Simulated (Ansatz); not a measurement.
## Dissociation curves of SnH3F (SMILES [F][SnH3])

SnH3F has 5 atoms, charge 0, and is taken as a singlet. SMILES: `[F][SnH3]`. The coordinates come from a PBE0-D4/def2-TZVP relaxation.

```xyz
5

F    -1.2850    0.7183    1.0050
Sn    0.1004   -0.0659   -0.0790
H    -0.5284   -0.0548   -1.6591
H     0.3189   -1.6265    0.5606
H     1.4441    0.9552    0.1310
```

The Sn2–H4 distance is scanned; the parts on either side stay rigid. Basis STO-3G, 19 core orbitals frozen in the correlated methods; program Ansatz 0.2.0. FCI is exact within this basis and core. Energies in eV from each method's value at 1.701 Å; methods without a U are spin-restricted. The shape above is that at 1.701 Å.

```
distance (Å)    HF  B3LYP  CAM-B3LYP  wB97M-V   FCI
       1.701  0.00   0.00       0.00     0.00  0.00
       2.126  1.55   1.22       1.33     1.32  1.14
       2.551  3.95   3.01       3.29     3.28  2.76
       3.401  7.86   5.72       6.38     6.47  4.27
       4.252  9.64   6.80       7.74     7.97  4.43
```

Departure from the FCI curve at its largest: HF +5.21 eV at 4.25 Å; B3LYP +2.37 eV at 4.25 Å; CAM-B3LYP +3.31 eV at 4.25 Å; wB97M-V +3.54 eV at 4.25 Å. Functionals converge differently with the basis, so for them the departure isn't an error alone. Restricted Hartree–Fock keeps the electrons paired, so it rises far too high as the bond breaks.
